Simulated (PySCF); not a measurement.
An unknown gives this computed stick spectrum. Computed with TDDFT CAM-B3LYP/def2-SVPD, vertical, gas phase, core orbitals frozen in the response (PySCF). Geometries: GFN2-xTB, one conformer each.

```csv
state,E (eV),f
S1,6.65,0.015
S2,7.49,0.338
S3,7.97,0.069
S4,8.14,0.0013
S5,8.66,0.019
S6,9.00,0.014
S7,9.18,0.0008
S8,9.28,0.0077
```

Orbital energies (eV): HOMO-3 -13.26, HOMO-2 -12.64, HOMO-1 -11.79, HOMO -9.19, LUMO 0.93, LUMO+1 1.14, LUMO+2 1.61.

Question: Which structure fits? All have the formula C4H4F4.
A. `FC(F)(F)/C=C(\C)F`
B. `C(F)[C@H](F)C=C(F)F`
C. `F[C@@H]1C[C@H](F)C1(F)F`
D. `F/C=C(\F)CC(F)F`
E. `FC/C=C/C(F)(F)F`

Answer: D. Its S1, at 6.65 eV, is the lowest among the candidates; the nearest of the others has S1 at 7.17 eV. S1 is HOMO→LUMO (48%), HOMO→LUMO+1 (33%). Löwdin shares by element: HOMO carbon 61% or more, fluorine 26% or more; LUMO carbon 56% or more, hydrogen 9% or more (atoms not listed hold the other 36%). At the same level the other candidates give, for their lowest levels:
- `F[C@@H]1C[C@H](F)C1(F)F`: 7.91 eV (f 0.002); 8.49 eV (f 0.000); 8.90 eV (f 0.005); 9.23 eV (f 0.014); 9.48 eV (f 0.020); T1 7.45 eV; HOMO -10.82, LUMO 0.82 eV
- `C/C(F)=C\C(F)(F)F`: 7.17 eV (f 0.415); 7.84 eV (f 0.010); 8.31 eV (f 0.001); 8.68 eV (f 0.001); 8.97 eV (f 0.015); T1 4.24 eV; HOMO -9.62, LUMO 0.35 eV
- `FC/C=C/C(F)(F)F`: 7.54 eV (f 0.486); 8.08 eV (f 0.006); 8.19 eV (f 0.000); 8.61 eV (f 0.007); 9.20 eV (f 0.045); T1 4.43 eV; HOMO -10.02, LUMO 0.26 eV
- `FC[C@H](F)C=C(F)F`: 7.19 eV (f 0.242); 7.46 eV (f 0.057); 8.03 eV (f 0.023); 8.33 eV (f 0.016); 8.53 eV (f 0.009); T1 4.43 eV; HOMO -9.53, LUMO 0.56 eV

Conformer computed: `[F:1]/[CH:2]=[C:3](\[F:4])[CH2:5][CH:6]([F:7])[F:8]`: C2–C3–C5–C6 107°, C3–C5–C6–F7 -68°.
Triplets come from the Tamm–Dancoff approximation.

Without π bonds the low states are Rydberg-like; a valence basis with one diffuse set may place them up to an eV too high.
